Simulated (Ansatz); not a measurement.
Isolated molecules relaxed with PBE0-D4/def2-TZVP in Ansatz; ΔE leaves out vibrations. CCSD(T)/CBS adds triple-zeta CCSD(T) − MP2 to the extrapolated MP2 energy (def2 sets, frozen cores). DFT in def2-TZVPP. B3LYP here is the variant with VWN-RPA as its local correlation; programs differ in this. For Br outer-core shells are correlated without core-valence functions, which leaves a few kJ/mol of doubt a bond. Scalar relativity is left out up to krypton. One conformer a species, not always the lowest.

Reaction (redistribution): `CO[SiH](F)O[SiH3]` + `[SiH]Br` → `CO[SiH2]O[SiH3]` + `F[Si]Br`

```json
{"level": "PBE-D4", "ΔE (kJ/mol)": "-30.0", "difference from CCSD(T)/CBS": "-11.2"}
{"level": "r2SCAN-D4", "ΔE (kJ/mol)": "-22.6", "difference from CCSD(T)/CBS": "-3.8"}
{"level": "PBE0-D4", "ΔE (kJ/mol)": "-22.4", "difference from CCSD(T)/CBS": "-3.6"}
{"level": "B3LYP-D4", "ΔE (kJ/mol)": "-24.9", "difference from CCSD(T)/CBS": "-6.1"}
{"level": "ωB97X-V", "ΔE (kJ/mol)": "-23.2", "difference from CCSD(T)/CBS": "-4.4"}
{"level": "ωB97M-V", "ΔE (kJ/mol)": "-25.3", "difference from CCSD(T)/CBS": "-6.5"}
{"level": "B2PLYP", "ΔE (kJ/mol)": "-23.3", "difference from CCSD(T)/CBS": "-4.5"}
{"level": "PBE", "ΔE (kJ/mol)": "-29.8", "difference from CCSD(T)/CBS": "-11.0"}
{"level": "r2SCAN", "ΔE (kJ/mol)": "-22.6", "difference from CCSD(T)/CBS": "-3.8"}
{"level": "PBE0", "ΔE (kJ/mol)": "-22.2", "difference from CCSD(T)/CBS": "-3.4"}
{"level": "B3LYP", "ΔE (kJ/mol)": "-24.6", "difference from CCSD(T)/CBS": "-5.8"}
{"level": "HF/def2-TZVPP", "ΔE (kJ/mol)": "-6.2", "difference from CCSD(T)/CBS": "12.6"}
{"level": "MP2/def2-TZVPP", "ΔE (kJ/mol)": "-22.0", "difference from CCSD(T)/CBS": "-3.2"}
{"level": "SCS-MP2/def2-TZVPP", "ΔE (kJ/mol)": "-19.9", "difference from CCSD(T)/CBS": "-1.1"}
{"level": "CCSD/def2-TZVPP", "ΔE (kJ/mol)": "-14.0", "difference from CCSD(T)/CBS": "4.8"}
{"level": "CCSD(T)/def2-TZVPP", "ΔE (kJ/mol)": "-16.9", "difference from CCSD(T)/CBS": "1.9"}
{"level": "HF/def2-QZVPP", "ΔE (kJ/mol)": "-6.8", "difference from CCSD(T)/CBS": "12.0"}
{"level": "MP2/def2-QZVPP", "ΔE (kJ/mol)": "-23.3", "difference from CCSD(T)/CBS": "-4.5"}
{"level": "SCS-MP2/def2-QZVPP", "ΔE (kJ/mol)": "-20.8", "difference from CCSD(T)/CBS": "-2.0"}
{"level": "HF/CBS(def2)", "ΔE (kJ/mol)": "-6.9", "difference from CCSD(T)/CBS": "11.9"}
{"level": "MP2/CBS(def2)", "ΔE (kJ/mol)": "-23.9", "difference from CCSD(T)/CBS": "-5.1"}
{"level": "CCSD/CBS(def2)", "ΔE (kJ/mol)": "-15.8", "difference from CCSD(T)/CBS": "3.0"}
{"level": "CCSD(T)/CBS", "ΔE (kJ/mol)": "-18.8", "difference from CCSD(T)/CBS": "0"}
```

Largest T1 diagnostic among the species: 0.012.

In def2-TZVPP, CCSD(T) changes the Hartree–Fock value by −10.7 kJ/mol (the triples alone add −2.9 kJ/mol) and MP2 by −15.8 kJ/mol. From PBE to PBE0 (25 % exact exchange), in def2-TZVPP and without D4, ΔE moves by +7.6 kJ/mol.
